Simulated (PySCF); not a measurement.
A structure optimised at r2SCAN-D4/def2-SVP, used in a PySCF frequency run:

```xyz
11

B     -0.0561     0.0047     0.5311
F     -0.5692    -0.4344     1.6849
C      0.9344     1.2230     0.5162
H      1.8277     1.0249    -0.0985
H      1.2583     1.5047     1.5280
H      0.4434     2.1038     0.0653
O     -0.4742    -0.6663    -0.5676
C     -0.0309    -0.3327    -1.8655
H      1.0339    -0.5873    -2.0052
H     -0.6225    -0.9116    -2.5890
H     -0.1644     0.7408    -2.0838
```
Charge 0, spin multiplicity 1.

Problem. Write its SMILES and formula.

Solution. COB(C)F, C₂H₆BFO

Problem. What are its rotational constants (standard atomic weights)?

Solution. 7.8619, 3.9213, 2.7054 GHz
